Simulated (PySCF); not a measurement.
# Basis-set dependence of population analyses: `C#[C][Al]([CH3])[C]#C`

C₅H₅Al.
Structure used (PBE0-D3(BJ)/def2-SVP), in Å, numbered top down from 1:
```
atom  x, y, z in Å
C1     1.7720    2.5102    0.3139
C2     1.0786    1.5177    0.1505
Al3   -0.0482   -0.0100   -0.0802
C4    -1.9739    0.1867   -0.2300
C5     0.7978   -1.7218   -0.1844
C6     1.3303   -2.8192   -0.2547
H7     2.3906    3.3798    0.4534
H8    -2.5059   -0.7635   -0.0694
H9    -2.2381    0.5468   -1.2398
H10   -2.3656    0.9324    0.4808
H11    1.8012   -3.7850   -0.3164
```

PBE0 throughout (PySCF), one geometry, spherical d and f functions. Isolated species at its PBE0-D3(BJ)/def2-SVP geometry, gas phase. Atoms taken as equivalent share a column and are averaged.

Mulliken charges (e):

| basis | functions | C1/C6 | C2/C5 | Al3 | C4 | H7/H11 | H8/H9/H10 |
| --- | --- | --- | --- | --- | --- | --- | --- |
| STO-3G | 39 | -0.162 | -0.306 | +0.984 | -0.448 | +0.106 | +0.063 |
| 6-31G | 68 | -0.422 | -0.218 | +1.048 | -0.890 | +0.259 | +0.201 |
| pcSseg-0 | 68 | -0.372 | -0.497 | +1.688 | -1.273 | +0.282 | +0.254 |
| 6-31G* | 98 | -0.230 | -0.101 | +0.390 | -0.806 | +0.237 | +0.202 |
| cc-pVDZ | 113 | -0.108 | -0.018 | +0.323 | -0.314 | +0.021 | +0.068 |
| def2-SVP | 113 | -0.263 | -0.035 | +0.727 | -0.456 | +0.045 | +0.078 |
| aug-cc-pVDZ | 187 | +1.365 | -1.001 | +0.252 | +0.322 | -0.358 | -0.195 |
| 6-311+G(2d,p) | 200 | -1.199 | +0.323 | +1.690 | -0.759 | +0.162 | +0.166 |
| def2-TZVP | 222 | -0.145 | -0.273 | +0.629 | -0.594 | +0.177 | +0.149 |
| cc-pVTZ | 254 | -0.046 | -0.267 | +0.399 | -0.415 | +0.157 | +0.109 |
| IGLO-III | 269 | -0.212 | -0.279 | +0.919 | -0.668 | +0.150 | +0.143 |

IAO charges (e):

```tsv
basis	functions	C1/C6	C2/C5	Al3	C4	H7/H11	H8/H9/H10
STO-3G	39	-0.162	-0.408	+1.205	-0.750	+0.151	+0.128
6-31G	68	-0.171	-0.365	+0.981	-0.812	+0.202	+0.167
pcSseg-0	68	-0.161	-0.373	+1.011	-0.816	+0.193	+0.163
6-31G*	98	-0.164	-0.384	+1.029	-0.802	+0.197	+0.158
cc-pVDZ	113	-0.175	-0.377	+1.027	-0.800	+0.200	+0.159
def2-SVP	113	-0.167	-0.379	+1.035	-0.796	+0.194	+0.155
aug-cc-pVDZ	187	-0.184	-0.378	+1.041	-0.817	+0.205	+0.163
6-311+G(2d,p)	200	-0.182	-0.386	+1.061	-0.827	+0.205	+0.164
def2-TZVP	222	-0.182	-0.387	+1.065	-0.828	+0.205	+0.164
cc-pVTZ	254	-0.182	-0.386	+1.059	-0.826	+0.205	+0.164
IGLO-III	269	-0.183	-0.388	+1.067	-0.830	+0.206	+0.164
```

Hirshfeld charges (e):

```json
{"basis": "STO-3G", "functions": "39", "C1/C6": "-0.115", "C2/C5": "-0.231", "Al3": "+0.725", "C4": "-0.187", "H7/H11": "+0.069", "H8/H9/H10": "+0.006"}
{"basis": "6-31G", "functions": "68", "C1/C6": "-0.083", "C2/C5": "-0.231", "Al3": "+0.561", "C4": "-0.256", "H7/H11": "+0.102", "H8/H9/H10": "+0.040"}
{"basis": "pcSseg-0", "functions": "68", "C1/C6": "-0.086", "C2/C5": "-0.230", "Al3": "+0.591", "C4": "-0.260", "H7/H11": "+0.097", "H8/H9/H10": "+0.036"}
{"basis": "6-31G*", "functions": "98", "C1/C6": "-0.083", "C2/C5": "-0.225", "Al3": "+0.546", "C4": "-0.257", "H7/H11": "+0.103", "H8/H9/H10": "+0.041"}
{"basis": "cc-pVDZ", "functions": "113", "C1/C6": "-0.086", "C2/C5": "-0.227", "Al3": "+0.575", "C4": "-0.265", "H7/H11": "+0.098", "H8/H9/H10": "+0.040"}
{"basis": "def2-SVP", "functions": "113", "C1/C6": "-0.086", "C2/C5": "-0.226", "Al3": "+0.580", "C4": "-0.270", "H7/H11": "+0.097", "H8/H9/H10": "+0.040"}
{"basis": "aug-cc-pVDZ", "functions": "187", "C1/C6": "-0.090", "C2/C5": "-0.231", "Al3": "+0.604", "C4": "-0.278", "H7/H11": "+0.097", "H8/H9/H10": "+0.041"}
{"basis": "6-311+G(2d,p)", "functions": "200", "C1/C6": "-0.090", "C2/C5": "-0.233", "Al3": "+0.602", "C4": "-0.269", "H7/H11": "+0.099", "H8/H9/H10": "+0.038"}
{"basis": "def2-TZVP", "functions": "222", "C1/C6": "-0.089", "C2/C5": "-0.229", "Al3": "+0.594", "C4": "-0.273", "H7/H11": "+0.098", "H8/H9/H10": "+0.040"}
{"basis": "cc-pVTZ", "functions": "254", "C1/C6": "-0.089", "C2/C5": "-0.229", "Al3": "+0.594", "C4": "-0.275", "H7/H11": "+0.098", "H8/H9/H10": "+0.040"}
{"basis": "IGLO-III", "functions": "269", "C1/C6": "-0.092", "C2/C5": "-0.228", "Al3": "+0.601", "C4": "-0.276", "H7/H11": "+0.097", "H8/H9/H10": "+0.041"}
```

ESP-fitted charges (e):

```
        basis  functions   C1/C6   C2/C5     Al3      C4  H7/H11  H8/H9/H10
       STO-3G         39  -0.159  -0.437  +1.224  -0.905  +0.169     +0.179
        6-31G         68  -0.159  -0.531  +1.248  -1.098  +0.252     +0.241
     pcSseg-0         68  -0.138  -0.611  +1.433  -1.240  +0.255     +0.265
       6-31G*         98  -0.172  -0.522  +1.240  -1.096  +0.261     +0.241
      cc-pVDZ        113  -0.181  -0.512  +1.220  -1.024  +0.260     +0.224
     def2-SVP        113  -0.168  -0.535  +1.272  -1.049  +0.256     +0.224
  aug-cc-pVDZ        187  -0.225  -0.489  +1.247  -1.051  +0.276     +0.227
6-311+G(2d,p)        200  -0.226  -0.509  +1.290  -1.103  +0.283     +0.239
    def2-TZVP        222  -0.220  -0.507  +1.282  -1.085  +0.278     +0.234
      cc-pVTZ        254  -0.216  -0.504  +1.267  -1.077  +0.276     +0.233
     IGLO-III        269  -0.214  -0.510  +1.278  -1.066  +0.274     +0.229
```

Some averages cover members that differ in this geometry, most widely: H8/H9/H10, Mulliken in aug-cc-pVDZ -0.243 to -0.142; C2/C5, Mulliken in aug-cc-pVDZ -1.029 to -0.973; C2/C5, Mulliken in 6-311+G(2d,p) +0.298 to +0.348 e.

Task: Which scheme is steadiest as the basis changes?

Result: Largest range over the bases for any column: Hirshfeld 0.18 e, IAO 0.22 e, ESP-fitted 0.33 e, Mulliken 2.56 e. Hirshfeld charges move least and Mulliken charges most, counted in e. Without the minimal STO-3G basis the ranges are Hirshfeld 0.06, IAO 0.09, ESP-fitted 0.22, Mulliken 2.56 e.

Task: How much do the charges still move between the two largest bases, cc-pVTZ and IGLO-III?

Result: At most, over all atoms: Mulliken 0.521 e, IAO 0.008 e, Hirshfeld 0.007 e, ESP-fitted 0.011 e.

Task: What do the same runs give for the total energy, the frontier levels and the dipole moment?

Result: 
```json
{"basis": "STO-3G", "energy (Eh)": "-430.2555", "HOMO (eV)": "-5.49", "LUMO (eV)": "2.54", "μ (D)": "0.73"}
{"basis": "6-31G", "energy (Eh)": "-435.4302", "HOMO (eV)": "-7.78", "LUMO (eV)": "-1.50", "μ (D)": "0.20"}
{"basis": "pcSseg-0", "energy (Eh)": "-434.8377", "HOMO (eV)": "-8.07", "LUMO (eV)": "-1.56", "μ (D)": "0.06"}
{"basis": "6-31G*", "energy (Eh)": "-435.4798", "HOMO (eV)": "-7.67", "LUMO (eV)": "-1.42", "μ (D)": "0.14"}
{"basis": "cc-pVDZ", "energy (Eh)": "-435.5085", "HOMO (eV)": "-7.84", "LUMO (eV)": "-1.56", "μ (D)": "0.28"}
{"basis": "def2-SVP", "energy (Eh)": "-435.2849", "HOMO (eV)": "-7.91", "LUMO (eV)": "-1.55", "μ (D)": "0.18"}
{"basis": "aug-cc-pVDZ", "energy (Eh)": "-435.5205", "HOMO (eV)": "-8.00", "LUMO (eV)": "-1.69", "μ (D)": "0.23"}
{"basis": "6-311+G(2d,p)", "energy (Eh)": "-435.5651", "HOMO (eV)": "-8.01", "LUMO (eV)": "-1.67", "μ (D)": "0.21"}
{"basis": "def2-TZVP", "energy (Eh)": "-435.5835", "HOMO (eV)": "-7.99", "LUMO (eV)": "-1.62", "μ (D)": "0.21"}
{"basis": "cc-pVTZ", "energy (Eh)": "-435.5808", "HOMO (eV)": "-7.97", "LUMO (eV)": "-1.60", "μ (D)": "0.22"}
{"basis": "IGLO-III", "energy (Eh)": "-435.5874", "HOMO (eV)": "-8.00", "LUMO (eV)": "-1.64", "μ (D)": "0.23"}
```

The dipole is fixed by the density alone, so its range of 0.67 D shows that the density itself changes with the basis, not only its division among atoms.
